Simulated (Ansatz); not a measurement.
CH7ClOSi2, SMILES `C[SiH2]O[SiH2]Cl` at its PBE0-D4/def2-TZVP geometry, where that method's forces vanish. The species carries charge 0 and has multiplicity 1.

```
atom   x (Å)   y (Å)   z (Å)
  C1   1.439  -1.253   0.247
 Si2  -0.281  -1.076  -0.430
  O3  -0.625   0.511  -0.725
 Si4  -1.048   1.919  -0.055
 Cl5   0.067   2.267   1.639
  H6   1.540  -0.720   1.194
  H7   1.670  -2.308   0.420
  H8   2.176  -0.853  -0.453
  H9  -1.282  -1.611   0.533
 H10  -0.426  -1.787  -1.724
 H11  -0.763   3.009  -1.010
 H12  -2.467   1.900   0.364
```

(1) For each bond, give half the difference of the two atoms' forces along it (eV/Å; positive pushes the atoms apart) under PBE-D4, r2SCAN-D4, B3LYP-D4, ωB97M-V in def2-TZVPP. (Best estimate.)

Answers

(1) Ansatz gave: 
```
   bond  length (Å)  PBE-D4  r2SCAN-D4  B3LYP-D4  ωB97M-V
 C1–Si2       1.856   -0.06      -0.01      0.11     0.03
  C1–H6       1.092    0.11      -0.01     -0.05    -0.04
  C1–H7       1.094    0.11      -0.01     -0.04    -0.04
  C1–H8       1.092    0.11       0.00     -0.04    -0.04
 Si2–O3       1.650    0.18       0.03      0.08     0.12
 Si2–H9       1.488    0.02      -0.02     -0.10    -0.14
Si2–H10       1.484    0.04      -0.03     -0.13    -0.16
 O3–Si4       1.616    0.25       0.04      0.08     0.12
Si4–Cl5       2.058    0.12       0.04      0.22     0.09
Si4–H11       1.476    0.02      -0.04     -0.15    -0.19
Si4–H12       1.479    0.01      -0.04     -0.13    -0.18
```

B3LYP here is the variant with VWN-RPA as its local correlation; programs differ in this.
